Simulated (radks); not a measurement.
Values are calculated unless marked as measured or tabulated.
Radial electron density D(r) = 4 pi r^2 rho(r) of an atom or ion with 12 electrons. Code: a radial shooting solver on a logarithmic mesh with Libxc functionals. Model: scalar-relativistic Kohn-Sham, BLYP, spin-polarised, spherical densities, finite nucleus; Fermi nuclear charge, rms radius of each element as measured or else 0.836 A^(1/3) + 0.57 fm.

r (bohr),D(r) (e/bohr)
0.006029,3.039
0.006744,3.667
0.007543,4.408
0.008437,5.275
0.009437,6.283
0.01056,7.442
0.01181,8.763
0.01321,10.25
0.01477,11.89
0.01652,13.69
0.01848,15.61
0.02067,17.61
0.02312,19.64
0.02586,21.62
0.02892,23.47
0.03261,25.18
0.03648,26.41
0.0408,27.18
0.04563,27.43
0.05104,27.12
0.05709,26.28
0.06386,25.00
0.07142,23.46
0.07989,21.91
0.08936,20.63
0.09995,19.90
0.1118,19.93
0.125,20.82
0.1399,22.46
0.1564,24.57
0.175,26.70
0.1973,28.40
0.2207,28.89
0.2468,27.97
0.2761,25.58
0.3088,21.97
0.3454,17.65
0.3863,13.30
0.4321,9.539
0.4833,6.768
0.5406,5.075
0.6046,4.241
0.6763,3.871
0.7564,3.571
0.8461,3.100
0.9464,2.427
1.059,1.673
1.193,0.9590
1.335,0.4863
1.493,0.2087
1.67,0.07475
1.868,0.02184
2.089,0.005040
2.337,0.0008933
2.614,0.0001193

What is the nuclear charge?

Answer. Z = 23. The innermost maximum, from 1s, lies near gamma/Z bohr with gamma = sqrt(1 - (Z/c)^2) = 0.986, here 0.0429 bohr (found: 0.0453), and its height grows with Z. The density is that of the vanadium ion V11+ in [Ne] 3s2; the configuration itself is not fixed sharply by these data, and Z only to about a unit. D(r) has 2 maxima, at r = 0.0453, 0.217 bohr, and minima at 0.105 bohr, inside which lie 2.14 electrons.
